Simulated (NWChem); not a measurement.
# C4H8O; SMILES CO/C=C/C

```xyz
13

C     -0.2438     2.4871    -0.0004
C      0.4612     1.1718    -0.0019
C     -0.1633    -0.0096     0.0048
O      0.4991    -1.1865     0.0060
C     -0.2940    -2.3390    -0.0002
H      0.0195     3.0918    -0.8851
H     -1.3378     2.3629     0.0035
H      0.0250     3.0926     0.8822
H      1.5568     1.1651    -0.0081
H     -1.2611    -0.0778     0.0110
H      0.3836    -3.2031     0.0021
H     -0.9418    -2.4005     0.8938
H     -0.9322    -2.3977    -0.9012
```
Atoms are numbered in this order, from 1.

All runs use the structure optimised with PBE0/def2-SVP. Not confirmed as a minimum by frequencies.

Q: Give the principal values of the shielding tensors (ppm) of C1, C2, C3, O4, C5 from PBE/pcSseg-1, GIAO (NWChem), with their diamagnetic and paramagnetic parts as GIAO splits them.

A: 
```json
[
 {"atom": "C1", "σ11": "149.7", "σ22": "159.7", "σ33": "181.9", "isotropic": "163.8", "diamagnetic": "247.9", "paramagnetic": "-84.1"},
 {"atom": "C2", "σ11": "-14.2", "σ22": "94.5", "σ33": "151.4", "isotropic": "77.2", "diamagnetic": "254.6", "paramagnetic": "-177.4"},
 {"atom": "C3", "σ11": "-58.7", "σ22": "68.9", "σ33": "74.6", "isotropic": "28.2", "diamagnetic": "254.9", "paramagnetic": "-226.6"},
 {"atom": "O4", "σ11": "131.8", "σ22": "278.2", "σ33": "285.7", "isotropic": "231.9", "diamagnetic": "395.7", "paramagnetic": "-163.8"},
 {"atom": "C5", "σ11": "86.8", "σ22": "94.4", "σ33": "180.0", "isotropic": "120.4", "diamagnetic": "247.5", "paramagnetic": "-127.1"}
]
```
